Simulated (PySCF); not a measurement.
BCl2HO.

```xyz
5

B      0.3653     0.0091     0.0000
Cl    -0.5585    -1.5089     0.0000
Cl    -0.4796     1.5526     0.0000
O      1.7167     0.0127     0.0000
H      2.0874    -0.8897     0.0000
```

Geometry optimised at PBE-D3(BJ)/def2-SVP. Other conformers were not sampled.

The numbers are results of PBE0/pcSseg-2 run with PySCF, not measurements. Non-relativistic, no solvent.

Computed absolute GIAO shielding of each atom: isotropic value and principal components (ppm):
| atom | σ(iso) | σ11 | σ22 | σ33 | span |
|---|---|---|---|---|---|
| B1 | 61.7 | 50.7 | 60.5 | 74.1 | 23.4 |
| Cl2 | 770.3 | 568.9 | 777.6 | 964.2 | 395.3 |
| Cl3 | 786.6 | 572.0 | 834.6 | 953.1 | 381.2 |
| O4 | 147.3 | 10.5 | 201.7 | 229.8 | 219.3 |
| H5 | 25.7 | 20.0 | 23.6 | 33.5 | 13.5 |
